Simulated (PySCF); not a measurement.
**Dipole response of Sb (antimony, neutral)**

[Kr] 4d10 5s2 5p3, high-spin 4S determinant. Computed with PySCF 2.14 in aug-cc-pVQZ-PP with one added diffuse shell each of s, p, d, f, g type with ECP28MDF (8s8p6d4f3g, 117 functions), with a scalar-relativistic core potential. Coupled (time-dependent) response in atomic units; α is the mean over directions.

```csv
method,mean α (bohr³),C₆ (like pair),S(−4)
M06,46.71,492.0,719.3
```

S(−4) is the Cauchy moment in α(ω) = α(0) + S(−4) ω² + …

Reference α: 43 ± 2 bohr³ (recommended; Schwerdtfeger and Nagle, table of static dipole polarizabilities (2023 update)). Published C₆: 492.0 (Chu and Dalgarno (2004); Tang, Norbeck and Certain (1976)).

α(iu) at M06:

```
u (hartree)  α(iu) (bohr³)
          0          46.71
     0.0500          45.01
      0.100          40.82
      0.200          30.84
      0.300          22.84
      0.500          13.38
      0.750          7.938
       1.00          5.334
       1.50          3.015
       2.00          2.004
       3.00          1.105
       5.00         0.4856
```

A single London oscillator, α(iu) = α/(1 + u²/ω²), gives C₆ = (3/4) ω α². Matching the computed C₆ needs ω = 4 × 492.0 / (3 × 46.71²) = 0.301 hartree.

Energies and moments cover only the electrons outside the core potential.
